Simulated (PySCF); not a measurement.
**Deuteron quadrupole couplings in `C=C(C1CC1)[Si@]1(P)CCO1`**

Compound: C7H13OPSi.
Cartesian coordinates in Å at the GFN2-xTB level; atoms count from 1:
```
atom  x, y, z in Å
C1     0.718    2.141   -0.913
C2     0.662    1.029   -0.185
C3     1.821    0.581    0.609
C4     1.648   -0.206    1.879
C5     2.194   -0.878    0.665
Si6   -0.959    0.050   -0.105
P7    -1.952    0.100    1.923
C8    -1.105   -1.604   -1.065
C9    -2.030   -0.800   -1.972
O10   -2.018    0.470   -1.324
H11   -0.125    2.474   -1.493
H12    1.607    2.753   -0.958
H13    2.650    1.281    0.590
H14    2.319    0.008    2.697
H15    0.645   -0.459    2.193
H16    1.563   -1.582    0.148
H17    3.244   -1.130    0.642
H18   -1.296    1.251    2.321
H19   -3.057    0.804    1.480
H20   -1.601   -2.424   -0.557
H21   -0.222   -1.978   -1.572
H22   -1.656   -0.682   -2.990
H23   -3.056   -1.171   -2.004
```

Level: PBE0/pcSseg-1 (PySCF, non-relativistic); Q(2H) = 0.00286 b; rigid geometry, the same for H and D, with no vibrational averaging.

Problem. Rank these positions by the coupling χzz of a deuteron there, largest first.
A. H18 (P–H hydrogen)
B. H20 (methylene hydrogen)
C. H11 (vinylic hydrogen)
D. H13 (methine hydrogen)
E. H22 (methylene hydrogen)

Solution. C (224 kHz), B (219 kHz), D (213 kHz), E (202 kHz), A (145 kHz).

Problem. Give the electric field gradient Vzz (the principal value of largest size), its asymmetry and the 2H coupling at each hydrogen.

Solution. 
| atom | bonded to | bond length (Å) | Vzz (au) | η | χzz (kHz) |
| --- | --- | --- | --- | --- | --- |
| H11 | C1 | 1.076 | 0.3341 | 0.05 | 224 |
| H12 | C1 | 1.080 | 0.3321 | 0.05 | 223 |
| H13 | C3 | 1.085 | 0.3166 | 0.10 | 213 |
| H14 | C4 | 1.080 | 0.3320 | 0.07 | 223 |
| H15 | C4 | 1.081 | 0.3286 | 0.09 | 221 |
| H16 | C5 | 1.078 | 0.3327 | 0.09 | 224 |
| H17 | C5 | 1.079 | 0.3325 | 0.07 | 223 |
| H18 | P7 | 1.383 | 0.2151 | 0.09 | 145 |
| H19 | P7 | 1.383 | 0.2149 | 0.07 | 144 |
| H20 | C8 | 1.085 | 0.3252 | 0.05 | 219 |
| H21 | C8 | 1.085 | 0.3270 | 0.05 | 220 |
| H22 | C9 | 1.091 | 0.3004 | 0.04 | 202 |
| H23 | C9 | 1.091 | 0.3007 | 0.04 | 202 |

Problem. Average by the element that carries the hydrogen.

Solution. on C: 218 kHz over 11 positions, mean bond length 1.083 Å; on P: 144 kHz over 2 positions, mean bond length 1.383 Å.

Problem. How does χzz go with the bond length over the 11 C–H bonds?

Solution. A straight-line fit has a slope of -15.8 kHz for each 0.01 Å, with a correlation coefficient of -0.94, over lengths from 1.076 to 1.091 Å. The longer bonds have the smaller couplings here.

Problem. A static deuteron (I = 1) shows a doublet split by (3/2)χ, (3/4)χ(1 + η) and (3/4)χ(1 − η) with the field along z, y and x of the gradient. What are these for H11?

Solution. With |χ| = 224.5 kHz and η = 0.051: 337, 177 and 160 kHz, to first order and without motion.

Geometry: GFN2-xTB, one conformer, isolated molecule. GFN2-xTB bond lengths can be off by several hundredths of an ångström, more for odd bonds, and the gradients follow them. The small basis limits the accuracy of the gradients.
